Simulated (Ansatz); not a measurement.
A structure relaxed at PBE0-D4/def2-TZVP, charge 0, multiplicity 1:

| atom | x (Å) | y (Å) | z (Å) |
| --- | --- | --- | --- |
| O1 | 0.0424 | 0.4157 | 0.0210 |
| K2 | -0.1812 | -1.7798 | -0.0908 |
| H3 | 0.1388 | 1.3641 | 0.0698 |

**Question.** Give its formula and SMILES.

**Answer.** HKO, `[OH][K]`.

**Question.** Point group (tolerance 0.08 Å, 0.16 Å for H)?

**Answer.** C∞v.

**Question.** Summarise the bond lengths by kind.

**Answer.** 1 × K–O 2.210 Å; 1 × H–O 0.955 Å.

Results of the Gaussian-basis code of Ansatz.
